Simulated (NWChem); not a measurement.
## Correlation energy of HGe

```xyz
2

Ge     0.0000     0.0000     0.0486
H      0.0000     0.0000    -1.5556
```
Charge 0, spin multiplicity 2.

Program: NWChem. The geometry was optimised at UPBE0/def2-SVP, a minimum by its harmonic frequencies.

Basis set: 6-31G*. Each correlation energy counts from its own Hartree-Fock reference.

The Hamiltonian is non-relativistic. The correlated methods keep 9 core orbitals frozen. The Pople sets run with spherical d functions. This spin state was chosen for the runs; another may lie lower. The structure started from a generated list of species. The unpaired electrons of the parent sit in orbitals of symmetry b1 (C2v labels of the run); other states weren't searched. The stability of the SCF solutions was not checked. Open-shell Hartree-Fock references start from PBE0 orbitals. Coupled-cluster values serve here as a point of comparison, not as the truth.

**Question.** Order these methods by the correlation energy they give, lowest first: UMP2, SCS-UMP2, CCSD on UHF, CCSD[T] on UHF, CCSD on ROHF.

**Answer.** CCSD[T] on UHF (-226.8 mHa), CCSD on ROHF (-225.8 mHa), CCSD on UHF (-222.5 mHa), UMP2 (-217.2 mHa), SCS-UMP2 (-202.6 mHa)
